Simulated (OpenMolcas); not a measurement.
Computed levels of 4s2 4p3 in ions with 33 electrons, in cm-1 above 4S* 3/2.

```
Program             : OpenMolcas 26.06
Method              : CASSCF
Basis               : ANO-R2
Scalar Hamiltonian  : X2C, finite nucleus
Spin-orbit coupling : RASSI with atomic mean-field integrals over the reference wave functions, term energies averaged over their components
```

Active space for each ion: 5 electrons in 4 orbitals (4s 4p).

```
  Level    Se+   Kr3+
2D* 3/2  17300  21572
2D* 5/2  17918  23269
2P* 1/2  25075  33023
2P* 3/2  25790  35122
```

Q: Estimate 2D* 3/2, 2D* 5/2 for Br2+ from its neighbours Se+ and Kr3+.

A: 2D* 3/2 is another term, which grows about linearly with the charge: (17300 + 21572) / 2 = 19436. The calculation gives 19633, so the estimate is off by -1.0 %.
2D* 5/2 is another term, which grows about linearly with the charge: (17918 + 23269) / 2 = 20594. The calculation gives 20702, so the estimate is off by -0.5 %.

Without dynamic correlation excited terms often stand tens of per cent too high (terms of higher spin than the ground term too low), and those without a measured partner can miss by more than the paired ones (holds for Se+). Only configurations of the active space appear.

* marks odd parity.
